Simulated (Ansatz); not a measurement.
Bond stretch in HF (cation, charge +1), doublet.

Levels of theory: UCCSD(T) = CCSD(T) on UHF/aug-cc-pVDZ, frozen core (Ansatz, a first-principles code); FCI = full CI/aug-cc-pVDZ, frozen core (Ansatz).

Energies relative to the lowest point of each curve between 0.84 and 1.19 Å, where full CI is lowest, in kcal/mol:

| R / Å | UCCSD(T) |
|---|---|
| 0.64 | 152.1 |
| 0.77 | 41.4 |
| 0.87 | 10.3 |
| 0.95 | 1.4 |
| 0.99 | 0.0 |
| 1.05 | 0.4 |
| 1.10 | 2.2 |
| 1.19 | 7.5 |
| 1.55 | 35.4 |
| 1.74 | 48.0 |
| 2.54 | 74.5 |
| 2.99 | 78.3 |

### Question
Predict the corresponding FCI column.

### Answer
0.64: 152.2; 0.77: 41.5; 0.87: 10.3; 0.95: 1.4; 0.99: 0.0; 1.05: 0.4; 1.10: 2.2; 1.19: 7.5; 1.55: 35.3; 1.74: 47.9; 2.54: 74.5; 2.99: 78.3 (kcal/mol).
